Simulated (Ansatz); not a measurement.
Geometry optimisation, Ansatz 0.2.0, RKS PBE0-D4/6-31G*.

Input:

```yaml
crystal:
  periodic: [false, false, false]
  atoms:
    - { symbol: Al, position_ang: [0.126581, -0.551485, -0.537102] }
    - { symbol: "N", position_ang: [0.069652, -0.110137, 2.522565] }
    - { symbol: H, position_ang: [-0.786884, 0.081448, 3.032021] }
    - { symbol: H, position_ang: [0.84226, 0.313247, 3.027386] }
    - { symbol: Cl, position_ang: [1.887981, 0.401226, -1.144305] }
    - { symbol: H, position_ang: [-1.290365, -0.050577, -0.992213] }
    - { symbol: Cl, position_ang: [0.335749, -2.547105, 0.358837] }
    - { symbol: H, position_ang: [0.213426, -1.136518, 2.511811] }
basis:
  gaussian: { orbitals: "6-31G*" }
hamiltonian:
  xc: pbe0
  dispersion: d4
relax:
  f_tol: 0.03
  max_steps: 50
```

Launched with:

```bash
$ ansatz run input.yaml --threads 1 --pin off --max-ram 2048MiB --backend cpu --events-out ev --progress --plain --runs-dir out
```

Problem. Where does it end, and by what steps?

Solution. The forces met the threshold. After 7 steps the energy has fallen by 1.239 eV; H4 moved furthest, 0.72 Å. Joined: Al1–N2 (3.09 → 2.04 Å).

```csv
step,energy less start (eV),largest force component (eV/Å),accepted
0,0.0000,1.244,yes
1,-0.3428,1.041,yes
2,-0.7478,1.049,yes
3,-1.1039,0.744,yes
4,-1.1638,1.334,yes
5,-1.2323,0.290,yes
6,-1.2382,0.062,yes
7,-1.2392,0.012,yes
```

```xyz
8
Properties=species:S:1:pos:R:3
Al 0.083 -0.599 0.082
N 0.107 -0.225 2.090
H -0.772 0.166 2.428
H 0.855 0.429 2.319
Cl 1.852 0.465 -0.473
H -1.301 -0.016 -0.416
Cl 0.292 -2.726 0.151
H 0.281 -1.094 2.597
```

Whether the end is a true minimum wasn't checked by a vibrational analysis.

Time of the run: 35 s on 1 thread of Arm Neoverse V1, on a shared host, peak memory 0.16 GiB.
